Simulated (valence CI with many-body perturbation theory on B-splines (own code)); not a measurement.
# Ar4+: electric-dipole lines

Calculated by relativistic CI+MBPT: four valence electrons over a frozen Dirac-Fock core [Ne], a basis of 11 s, 11 p, 9 d, 7 f, 5 g, 2 h, 1 i functions for each j, with the one-electron correlation potential Σ1 (screened to all orders), the two-electron term Σ2, the three-electron term Σ3, Breit, model QED; selected single and double excitations, second order for the rest, scaled by the run's own slope (own B-spline code, finite nucleus).

Against 28 measured levels this calculation errs by 66 cm⁻¹ on average and by 230 at most. These come from a selection out of Saloman, J. Phys. Chem. Ref. Data 39, 033101 (2010). Levels without a partner in it may be off by more. Among the levels kept, up to 330 cm⁻¹ of a level comes from second order outside the variational space, and about a tenth of that is noise between levels of different J, which matters for small intervals. 3 measured levels below the end of the list, from 252141 cm⁻¹ on, found no clear computed partner, and computed levels of the same name lie up to 13011 cm⁻¹ from them.

Lines 1 to 50 of 231 in falling wavelength, among levels below 347450 cm⁻¹, chosen from the strongest by gf and those to the six lowest levels. Wavelengths and rates use the calculated energies, so an error of 70 cm⁻¹ moves a line at 1378 Å by 0.096 % and its rate by three times that or more. Electric multipoles are in the length gauge, E1 and E2 with the static RPA response of the core. Weak lines are less certain than strong ones. Lines between different terms over intervals too small for the method are left out, as are lines whose strength nearly cancels. Where a level lies close to another of its J and parity, the split of strength between their lines is uncertain. The highest levels of a list are the least certain.

Names give the largest LS component (configuration and term), which can be under half, so a name can repeat, a term be missing and a line seem to break the LS rules; names also repeat where a configuration has a term twice.

```tsv
λ vac (Å)	λ from measured levels	Upper	Lower	A (s⁻¹)	S (a.u.)
3160		3s²3p4p ¹P_1	3s²3p4s ¹P°_1	8.17e+07	3.82e+00
3051		3s3p²3d ³D_1	3s²3p4s ¹P°_1	4.87e+07	2.05e+00
2795		3s²3p4p ³D_1	3s²3p4s ¹P°_1	1.15e+07	3.71e-01
2759		3s3p²3d ³D_2	3s²3p4s ³P°_2	1.05e+07	5.42e-01
2725		3s²3p4p ¹P_1	3s²3p4s ³P°_1	4.91e+07	1.47e+00
2724		3s3p²3d ³D_3	3s²3p4s ³P°_2	3.23e+07	2.26e+00
2688		3s²3p4p ¹P_1	3s²3p4s ³P°_0	1.65e+07	4.75e-01
2639		3s3p²3d ³D_2	3s²3p4s ³P°_1	4.95e+07	2.24e+00
2609		3s3p²3d ³D_1	3s²3p4s ³P°_0	3.16e+07	8.32e-01
2523		3s²3p4p ³D_2	3s²3p4s ³P°_2	3.06e+07	1.21e+00
2503		3s²3p4p ³P_1	3s²3p4s ¹P°_1	1.28e+07	2.96e-01
2461		3s²3p4p ³D_3	3s²3p4s ³P°_2	2.23e+08	1.15e+01
2449		3s²3p4p ³D_1	3s²3p4s ³P°_1	4.76e+07	1.03e+00
2423		3s²3p4p ³D_2	3s²3p4s ³P°_1	1.65e+08	5.80e+00
2419		3s²3p4p ³D_1	3s²3p4s ³P°_0	1.17e+08	2.46e+00
2306		3s²3p4p ³P_1	3s²3p4s ³P°_2	5.75e+07	1.04e+00
2255		3s²3p4p ³P_2	3s²3p4s ³P°_2	2.90e+08	8.22e+00
2242		3s²3p4p ³P_0	3s²3p4s ³P°_1	3.56e+08	1.98e+00
2222		3s²3p4p ³P_1	3s²3p4s ³P°_1	1.61e+08	2.61e+00
2197		3s²3p4p ³P_1	3s²3p4s ³P°_0	1.35e+08	2.13e+00
2197		3s²3p4p ³S_1	3s²3p4s ³P°_2	3.20e+08	5.03e+00
2175		3s²3p4p ³P_2	3s²3p4s ³P°_1	7.25e+07	1.84e+00
2121		3s²3p4p ³S_1	3s²3p4s ³P°_1	6.76e+07	9.54e-01
1985		3p⁴ ¹D_2	3s²3p3d ¹D°_2	1.02e+07	1.97e-01
1443		3s3p³ ⁵S°_2	3s²3p² ¹D_2	1.19e+02	8.79e-07
1378	1372	3p⁴ ³P_2	3s3p³ ³S°_1	5.82e+07	3.76e-01
1357	1350	3p⁴ ³P_1	3s3p³ ³S°_1	5.93e+07	2.19e-01
1302		3p⁴ ¹D_2	3s3p³ ¹P°_1	3.87e+07	2.11e-01
1254		3s²3p4p ¹P_1	3s²3p3d ¹P°_1	6.10e+07	1.78e-01
1198	1195	3s3p³ ³D°_1	3s²3p² ¹S_0	1.83e+04	4.67e-05
1196		3s3p³ ⁵S°_2	3s²3p² ³P_2	1.02e+05	4.32e-04
1178		3s3p³ ⁵S°_2	3s²3p² ³P_1	3.96e+04	1.60e-04
1132		3s3p²3d ¹G_4	3s²3p3d ¹F°_3	3.21e+07	2.07e-01
964.2	962.9	3s3p³ ³P°_1	3s²3p² ¹S_0	2.85e+05	3.79e-04
950.7	949.4	3s3p³ ³D°_1	3s²3p² ¹D_2	3.29e+05	4.18e-04
950.3	949.0	3s3p³ ³D°_2	3s²3p² ¹D_2	1.17e+05	2.47e-04
949.1	947.8	3s3p³ ³D°_3	3s²3p² ¹D_2	7.92e+05	2.34e-03
935.7		3s3p²3d ³F_4	3s²3p3d ³F°_4	7.39e+07	2.69e-01
932.6		3s3p²3d ³F_3	3s²3p3d ³F°_3	7.13e+07	2.00e-01
930.4		3s3p²3d ³F_2	3s²3p3d ³F°_2	7.81e+07	1.55e-01
901.5		3s²3p4p ¹P_1	3s²3p3d ¹D°_2	3.45e+08	3.74e-01
892.4		3s3p²3d ³D_1	3s²3p3d ¹D°_2	1.32e+08	1.39e-01
888.6		3s²3p4p ³D_1	3s²3p3d ³D°_2	1.00e+08	1.04e-01
886.8		3s²3p4p ³D_2	3s²3p3d ³D°_3	7.85e+07	1.35e-01
886.4		3s²3p4p ³D_1	3s²3p3d ³D°_1	2.08e+08	2.14e-01
885.2		3s²3p4p ³D_2	3s²3p3d ³D°_2	1.98e+08	3.39e-01
882.9		3s²3p4p ³D_2	3s²3p3d ³D°_1	5.24e+07	8.90e-02
879.0		3s²3p4p ³D_3	3s²3p3d ³D°_3	2.95e+08	6.93e-01
877.3		3s²3p4p ³D_3	3s²3p3d ³D°_2	4.23e+07	9.87e-02
860.0		3p⁴ ¹S_0	3s3p³ ¹P°_1	1.29e+09	4.05e-01
```
